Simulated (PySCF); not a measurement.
## Electric field gradients and quadrupole coupling constants

C₃H₁₀O₃SSi.
Numbering: `[CH3:1][CH2:2][S:3](=[O:4])(=[O:5])[O:6][CH2:7][SiH3:8]` (hydrogens: H9, H10, H11 on C1; H12, H13 on C2; H14, H15 on C7; H16, H17, H18 on Si8)

Structure used (GFN2-xTB), in Å, numbered top down from 1:
```
atom  x, y, z in Å
C1    -2.7696   -0.1420   -0.9686
C2    -1.9794   -0.0951    0.3212
S3    -0.2821    0.3563   -0.0898
O4    -0.2268    1.6894   -0.6005
O5     0.3232   -0.6710   -0.8940
O6     0.3585    0.2910    1.3640
C7     1.7803    0.4936    1.3703
Si8    2.7093   -0.5513    0.0526
H9    -2.6927    0.8179   -1.4742
H10   -3.8183   -0.3608   -0.7772
H11   -2.3584   -0.9079   -1.6217
H12   -2.3334    0.6710    1.0036
H13   -1.9252   -1.0567    0.8207
H14    2.0872    0.2496    2.3880
H15    1.9653    1.5596    1.2078
H16    2.3228   -1.9555    0.1292
H17    2.7452    0.0747   -1.2613
H18    4.0852   -0.4563    0.5916
```

Field gradients from the PBE0/pcSseg-1 density (PySCF, non-relativistic), principal values in atomic units, ordered |Vxx| ≤ |Vyy| ≤ |Vzz|:

| atom | Vxx | Vyy | Vzz |
| --- | --- | --- | --- |
| S3 | -0.3750 | -0.5036 | 0.8785 |
| O4 | -0.4846 | -0.7914 | 1.2760 |
| O5 | -0.4163 | -0.8956 | 1.3120 |
| O6 | -0.0010 | -1.8194 | 1.8204 |

Problem. Find the asymmetry η = (Vxx − Vyy)/Vzz and the couplings χ = eQV/h (234.96 MHz × Q in barn × V in au), with Q(33S) = −0.0678 b, Q(17O) = −0.0256 b.

Solution. 
```csv
atom,environment,nucleus,η,χzz (MHz),χxx (MHz),χyy (MHz)
S3,sulfonyl sulfur,33S,0.15,-14.00,5.97,8.02
O4,sulfonyl oxygen,17O,0.24,-7.68,2.91,4.76
O5,sulfonyl oxygen,17O,0.37,-7.89,2.50,5.39
O6,oxygen bonded to C and S,17O,1.00,-10.95,0.01,10.94
```

At O6 η is above 0.9: Vyy and Vzz are nearly equal in size and opposite in sign, so a small change could swap them and flip the sign of χzz. 

Problem. What is Vzz at S3 in SI units (1 au = 9.71736 × 10²¹ V/m²)?

Solution. 0.8785 au = 8.537 × 10²¹ V/m².

Problem. What couplings would deuterons (Q(2H) = 0.00286 b) have in place of the hydrogens, at this geometry?

Solution. 
| atom | bonded to | bond length (Å) | Vzz (au) | η | χzz (kHz) |
| --- | --- | --- | --- | --- | --- |
| H9 | C1 | 1.088 | 0.3062 | 0.04 | 206 |
| H10 | C1 | 1.088 | 0.3132 | 0.03 | 210 |
| H11 | C1 | 1.087 | 0.3076 | 0.04 | 207 |
| H12 | C2 | 1.085 | 0.3088 | 0.04 | 208 |
| H13 | C2 | 1.085 | 0.3094 | 0.04 | 208 |
| H14 | C7 | 1.091 | 0.3029 | 0.10 | 204 |
| H15 | C7 | 1.094 | 0.2931 | 0.10 | 197 |
| H16 | Si8 | 1.458 | 0.1674 | 0.04 | 112 |
| H17 | Si8 | 1.456 | 0.1670 | 0.05 | 112 |
| H18 | Si8 | 1.481 | 0.1499 | 0.03 | 101 |

One conformer (not necessarily the lowest) at the GFN2-xTB geometry, without solvent, vibrations or thermal averaging. GFN2-xTB bond lengths can be off by several hundredths of an ångström, more for odd bonds, and the gradients follow them. With so small a basis the couplings can be 20 % off.
